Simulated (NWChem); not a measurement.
System: CHAlClF3; SMILES F[C](F)(F)[AlH][Cl]

NWChem input:

```
start job
memory heap 200 mb stack 900 mb global 1100 mb
geometry units angstroms noautosym nocenter noautoz
  Al    -0.888459    -0.625288     0.038076
  C      0.074450     1.148062    -0.030968
  F     -0.766306     2.160868    -0.317061
  F      1.055877     1.191027    -0.947061
  F      0.638187     1.440674     1.158965
  Cl     0.310691    -2.340198     0.043940
  H     -2.455670    -0.725574     0.111233
end
basis spherical
  Al library cc-pvtz
  C library cc-pvtz
  F library cc-pvtz
  Cl library cc-pvtz
  H library cc-pvtz
end
dft
  xc pbe0
  iterations 150
  semidirect filesize 400000000
end
property
  efieldgrad
end
task dft property
```

Structure relaxed at the PBE0/def2-SVP level.

Vzz is the largest principal value of the second derivative of the potential at the nucleus (NWChem prints the opposite sign); η is the asymmetry. Non-relativistic.

Atoms are numbered as in the input.

Predict the main results of this run. (PBE0/cc-pVTZ.) Quantities: Vzz Al1 (a.u.); η Al1; Vzz Cl6 (a.u.); η Cl6.

The vzz Al1 (a.u.) is 1.282. The η Al1 is 0.42 and the vzz Cl6 (a.u.) comes out as 1.165. The η Cl6 is 0.53.
